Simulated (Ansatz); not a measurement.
C₂H₄BFO₂ (`CC(=O)OBF`), relaxed with RKS PBE-D4/def2-SVP in Ansatz 0.2.0 from a rough embedded geometry. The force threshold is 0.03 eV/Å; the program also tests the step.

The species carries charge 0 and has multiplicity 1.

Start:

```xyz
10

C    -0.927   -0.891   -1.260
C    -0.040   -0.466   -0.092
O     0.565   -1.350    0.537
O     0.138    0.817    0.283
B     0.981    1.344    1.365
F     1.094    2.773    1.658
H    -0.256   -1.000   -2.134
H    -1.611   -0.054   -1.429
H    -1.472   -1.760   -1.007
H     1.529    0.587    2.079
```

Task: How much energy does the relaxation release, and in how many steps? (An estimate is asked.)

Result: The calculation gave: 23.51 kcal/mol, in 29 steps, 8 of them rejected.

Task: Which bonds change most? (Best estimate.)

Result: The calculation gave: B5–F6 from 1.463 to 1.328 Å; O4–B5 from 1.470 to 1.376 Å; C1–H9 from 1.056 to 1.103 Å; C2–O4 from 1.349 to 1.394 Å.

Task: Give the relaxed structure. (Estimate.)

Result: The calculation gave: 
```xyz
10

C    -0.821   -0.797   -1.199
C    -0.197   -0.547    0.146
O     0.031   -1.367    1.001
O     0.063    0.811    0.319
B     1.011    1.274    1.203
F     1.010    2.586    1.414
H    -0.140   -0.450   -2.003
H    -1.751   -0.202   -1.294
H    -1.041   -1.871   -1.320
H     1.834    0.564    1.734
```
